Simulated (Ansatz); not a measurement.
Coupled-cluster run, C2H5GaO (`C=C[O][GaH2]`).

```yaml
crystal:
  periodic: [false, false, false]
  atoms:
    - {symbol: C, position_ang: [0.285091, 1.396043, -0.515334]}
    - {symbol: C, position_ang: [0.937412, 0.237357, -0.510720]}
    - {symbol: O, position_ang: [0.399229, -0.984671, -0.378338]}
    - {symbol: Ga, position_ang: [-0.923201, -1.421457, 0.766339]}
    - {symbol: H, position_ang: [-0.792643, 1.452332, -0.405072]}
    - {symbol: H, position_ang: [0.830592, 2.320942, -0.643259]}
    - {symbol: H, position_ang: [2.017740, 0.210173, -0.652040]}
    - {symbol: H, position_ang: [-1.471641, -2.848414, 0.489378]}
    - {symbol: H, position_ang: [-1.282588, -0.362305, 1.849054]}
basis:
  gaussian: {orbitals: def2-TZVPP}
correlation: {method: ccsd_t}
output: {orbitals: {seedname: orbitals}}
```

```sh
$ ansatz run in.yaml --threads 2 --pin off --events-out ev --progress --plain --max-ram 4352MiB
```

Log, shortened:

```
Functional definition: HF
1287 factors; integrals over basis functions are off by at most 1.0e-3 eV
mean field evaluation 1: about -56509.1668 eV, gradient 3.8e1 eV
mean field evaluation 2: about -56509.3696 eV, gradient 3.8e1 eV
mean field evaluation 4: about -56512.7050 eV, gradient 4.8e0 eV
mean field evaluation 8: about -56512.7699 eV, gradient 3.0e-1 eV
mean field -56512.77029089 eV, -2076.8060024588 hartree, gradient 8.1e-6 eV, S^2 0.000000; 0 other end points of the search recorded, 0 dependent functions left out
12 core orbitals not correlated: weight in the atoms' cores, before any rotation towards them, 1.000 or more for the frozen orbitals, at most 0.000 for the correlated occupied ones
reference -56512.77029089 eV, -2076.8060024588 hartree; 16, 16 occupied and 183, 183 virtual orbitals, 1287 factors
second order -21.50990900 eV of doubles, -0.00000000 eV of singles
cycle   1  -21.24894895 eV  change    2.6e-1 eV  update   1.2e-1
cycle   2  -21.93387164 eV  change   -6.8e-1 eV  update   4.0e-2
cycle   3  -22.08947835 eV  change   -1.6e-1 eV  update   2.2e-2
cycle   4  -22.07457780 eV  change    1.5e-2 eV  update   6.4e-3
cycle   5  -22.07216738 eV  change    2.4e-3 eV  update   3.4e-3
cycle   6  -22.07395240 eV  change   -1.8e-3 eV  update   1.1e-3
cycle   7  -22.07356775 eV  change    3.8e-4 eV  update   5.5e-4
cycle   8  -22.07343023 eV  change    1.4e-4 eV  update   1.6e-4
cycle   9  -22.07350121 eV  change   -7.1e-5 eV  update   7.6e-5
cycle  10  -22.07349305 eV  change    8.2e-6 eV  update   2.1e-5
perturbative correction -0.93456723 eV, -0.0343447122 hartree
Total energy: -56535.77835117 eV, -2077.6515330786 hartree
```

Hardware: 2 threads of an Arm Neoverse V2 on a shared host. Wall time 120 s, peak host memory 3 GiB.

Correlation energy per correlated electron: -0.719 eV. T1 diagnostic: 0.0153.
